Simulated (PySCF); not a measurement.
CH₇O₂PSi. Atoms are numbered in the order given.

```xyz
12

C      1.9529     0.0539    -0.5167
Si     0.2279     0.2610     0.1508
O     -0.4363     1.7270    -0.2839
O      0.3858     0.1158     1.8032
P     -1.3117    -1.2117    -0.5922
H      2.3567    -0.9347    -0.2509
H      1.9663     0.1516    -1.6125
H      2.6269     0.8148    -0.0904
H      0.1070     2.5034    -0.1158
H     -0.4342     0.1534     2.3054
H     -1.0553    -0.9228    -1.9671
H     -0.3967    -2.3090    -0.5512
```
Charge 0, spin multiplicity 1.

The structure is a stationary point at PBE0-D3(BJ)/def2-SVP. This is a generated structure with no PubChem entry under its InChIKey; it may be hypothetical. The values are those of a single conformer.

All values below come from B3LYP/pcSseg-1 run with PySCF.

GIAO shieldings, no solvent; atoms listed in one row are averaged. δ = σ(ref) − σ: ¹³C against TMS (σ = 181.3 ppm); ²⁹Si against TMS (σ = 338.7 ppm); ¹⁷O against H2O (σ = 333.8 ppm); ³¹P against PH3 (σ = 567.1 ppm); ¹H against TMS (σ = 31.68 ppm), references at their B3LYP-D3(BJ)/def2-TZVP geometries, non-relativistic.

### Question
Estimate the chemical shifts. (The exact figures need the calculation; the answer reports its results.)

### Answer

```
nucleus       atoms  count  δ (ppm)
-------  ----------  -----  -------
¹³C              C1      1      6.5
²⁹Si            Si2      1     14.3
¹⁷O              O4      1     83.7
¹⁷O              O3      1     78.0
³¹P              P5      1      2.3
¹H              H10      1     2.01
¹H               H9      1     1.85
¹H              H11      1     1.82
¹H              H12      1     1.51
¹H       H6, H7, H8      3     0.56
```
